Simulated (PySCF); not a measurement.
From one molecule to another.

First species: C6H11FS2Si.
SMILES with atom numbers: `[CH3:1]/[C:2](=[CH:3]\[F:4])[SiH:5]1[S:6][CH2:7][CH2:8][CH2:9][S:10]1` (hydrogens: H11, H12, H13 on C1; H14 on C3; H15 on Si5; H16, H17 on C7; H18, H19 on C8; H20, H21 on C9)

Second species: C₄H₁₅NSi₂.
Numbering: `[CH3:1][SiH2:2][NH:3][SiH2:4][CH:5]([CH3:6])[CH3:7]` (hydrogens: H8, H9, H10 on C1; H11, H12 on Si2; H13 on N3; H14, H15 on Si4; H16 on C5; H17, H18, H19 on C6; H20, H21, H22 on C7)

Geometry (GFN2-xTB, Å), atoms numbered from 1 in this order:
```
atom  x, y, z in Å
C1     3.3904    0.7618   -0.1420
Si2    2.7097   -0.9119    0.4157
N3     0.9896   -0.9095    0.1844
Si4   -0.1542    0.3158    0.6139
C5    -1.8693   -0.2699    0.0258
C6    -1.9449   -0.3614   -1.4962
C7    -2.9614    0.6584    0.5441
H8     3.1133    0.9777   -1.1693
H9     3.0036    1.5636    0.4789
H10    4.4737    0.7859   -0.0774
H11    3.0583   -1.1404    1.8267
H12    3.2138   -2.0135   -0.4129
H13    0.5934   -1.8160   -0.0037
H14   -0.1754    0.5445    2.0676
H15    0.2206    1.5589   -0.0673
H16   -2.0654   -1.2694    0.4306
H17   -1.1714   -1.0187   -1.8875
H18   -1.8106    0.6226   -1.9410
H19   -2.9146   -0.7452   -1.8144
H20   -3.9467    0.3185    0.2251
H21   -2.9506    0.6994    1.6306
H22   -2.8126    1.6679    0.1665
```

Levels: PBE0/pcSseg-1 for HOMO energy, LUMO energy and HOMO–LUMO gap. Geometries: GFN2-xTB. Each structure is a single optimised conformer of the isolated species, non-relativistic unless stated. Electronic properties by PySCF.

Dipoles, sizes and rotational constants follow the conformer. The torsions of the flexible species, by atom-mapped SMILES:
- `[CH3:1][SiH2:2][NH:3][SiH2:4][CH:5]([CH3:6])[CH3:7]`: C1–Si2–N3–Si4 -46°, Si2–N3–Si4–C5 178°, N3–Si4–C5–C6 -65°

The conformers of `C/C(=C\F)[SiH]1SCCCS1` aren't listed.

Values for the first species:

| Item | Value |
| --- | --- |
| HOMO energy | -6.85 eV |
| LUMO energy | -0.24 eV |
| HOMO–LUMO gap | 6.61 eV |

Question: Estimate the same properties for the second species, and the change in each.

Answer: 
| property | first | second | second less first |
| --- | --- | --- | --- |
| HOMO energy | -6.85 eV | -7.15 eV | -0.30 eV |
| LUMO energy | -0.24 eV | 0.68 eV | +0.92 eV |
| HOMO–LUMO gap | 6.61 eV | 7.83 eV | +1.22 eV |

